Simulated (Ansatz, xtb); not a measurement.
Two isomers of ClH6NSi2

Structure a is `N[Si@H]([SiH3])Cl`, a singlet and structure b is `N[SiH2][SiH2]Cl`, a singlet. Both are isolated molecules in the gas phase, relaxed with B3LYP-D3(BJ)/def2-SVP; the shapes shown needn't be the lowest conformers.

a (Å):

```xyz
10

Cl    1.4168   -2.2192   -1.0675
N    -1.5196   -0.9249   -0.6653
Si    0.0842   -0.9460   -0.0355
Si    1.0101    1.1950   -0.2362
H    -2.1334   -1.7217   -0.5161
H    -1.6992   -0.4998   -1.5707
H     0.0068   -1.4754    1.3509
H     2.4416    1.1813    0.1798
H     0.9248    1.6099   -1.6688
H     0.2655    2.1871    0.5949
```

b (Å):

```xyz
10

Cl    2.4610   -0.6305   -0.9536
N    -0.7754    0.8214   -0.5421
Si   -0.4209    0.0305    0.9616
Si    1.1402   -1.6157    0.3574
H     0.0079    1.0240   -1.1584
H    -1.4744    1.5570   -0.5908
H     0.1809    0.8703    2.0510
H    -1.6696   -0.5693    1.5178
H     1.9400   -2.1559    1.4930
H     0.5368   -2.7570   -0.3865
```

Quicker runs give these differences E(b) − E(a): GFN2-xTB −1.4 kcal/mol; HF/STO-3G +6.2 kcal/mol (at GFN2-xTB geometries); r2SCAN-D4/def2-SVP +6.9 kcal/mol (at GFN2-xTB geometries).

Task: Estimate which is lower in electronic energy at CCSD(T)/def2-SVP + ΔMP2/def2-TZVPP, and by roughly how much.

Result: The CCSD(T)/def2-SVP + ΔMP2/def2-TZVPP calculation puts structure a lower, by 5.2 kcal/mol.

How the difference moves with the method:

```tsv
level	geometry	E(b) − E(a) (kcal/mol)	departure from the last row (kcal/mol)	job, with rough time for the two
GFN2-xTB	GFN2-xTB	−1.4	−6.6	optimisation, 0.24 s
HF/STO-3G	GFN2-xTB	+6.2	+1.1	single point, 0.36 s
r2SCAN-D4/def2-SVP	GFN2-xTB	+6.9	+1.8	single point, 2.6 s
B3LYP-D3(BJ)/def2-SVP	B3LYP-D3(BJ)/def2-SVP	+5.5	+0.3	optimisation, 37 s
HF/def2-SVP	B3LYP-D3(BJ)/def2-SVP	+4.9	−0.2	part of the CCSD(T) run
MP2/def2-SVP	B3LYP-D3(BJ)/def2-SVP	+5.6	+0.5	part of the CCSD(T) run
CCSD(T)/def2-SVP	B3LYP-D3(BJ)/def2-SVP	+5.5	+0.3	single point
CCSD(T)/def2-SVP + ΔMP2/def2-TZVPP	B3LYP-D3(BJ)/def2-SVP	+5.2		single point, 15 s
```

As drawn, both hold the same kinds of bond in the same numbers.

GFN2-xTB puts the two in the other order. The largest departure from CCSD(T)/def2-SVP + ΔMP2/def2-TZVPP is that of GFN2-xTB, 6.6 kcal/mol. The last row adds to CCSD(T) the change of the MP2 difference between the two basis sets, here −0.3 kcal/mol.

With harmonic frequencies from B3LYP-D3(BJ)/def2-SVP (ideal gas, rigid rotor, one conformer each, 298.15 K, 1 atm): the zero-point term adds +0.2 kcal/mol; ΔH is +5.2 and ΔG +5.3 kcal/mol.

The correlated steps freeze 16 core orbitals. Run with Ansatz 0.2.0, xtb 6.7.1; the last row on 2 threads of Intel(R) Xeon(R) Platinum 8375C CPU @ 2.90GHz (Ice Lake) on a shared host.
